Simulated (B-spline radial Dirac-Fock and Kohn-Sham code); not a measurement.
Model: ΔSCF Dirac-Fock with Breit, self-energy and vacuum polarisation, finite nucleus, configuration average. Program: a radial finite-basis atomic code. The model has no electron correlation.

Q: Identify the element and charge state from the binding energies below (tabulated ground configuration; the least bound level is included).

```
level  binding energy (eV)
   L1               2794.1
   L2               2565.8
   L3               2481.1
   M1                678.2
   M2                592.5
   M4                428.2
   M5                425.7
```

A: Zr¹²⁺: Z = 40 with 28 electrons, [Ar] 3d10.

Q: Identify the element and charge state from the binding energies below (tabulated ground configuration; the least bound level is included).

```tsv
level	binding energy (eV)
1s	91012.2
2s	20606.1
2p1/2	20007.6
3s	8197.1
3p	7609.9
```

A: Tl⁶⁵⁺: Z = 81 with 16 electrons, [Ne] 3s2 3p4. The hydrogen-like estimate √(E/Ry) = 81.8 for the K level lies 0.8 above Z (screening lowers it, relativity raises it); the outermost level, at 7609.9 eV, fixes the charge.

Q: Identify the element and charge state from the binding energies below (tabulated ground configuration; the least bound level is included).

| level | binding energy (eV) |
| --- | --- |
| 1s | 50390.1 |
| 2s | 11085.7 |
| 2p1/2 | 10696.6 |
| 2p3/2 | 10080.5 |
| 3s | 4452.3 |
| 3p | 4231.4 |

A: Sm⁴⁹⁺: Z = 62 with 13 electrons, [Ne] 3s2 3p1. The hydrogen-like estimate √(E/Ry) = 60.9 for the K level lies 1.1 below Z (screening lowers it, relativity raises it); the outermost level, at 4231.4 eV, fixes the charge.

Values without a named source are computed, but for edge energies of neutral atoms, which are taken from tables.
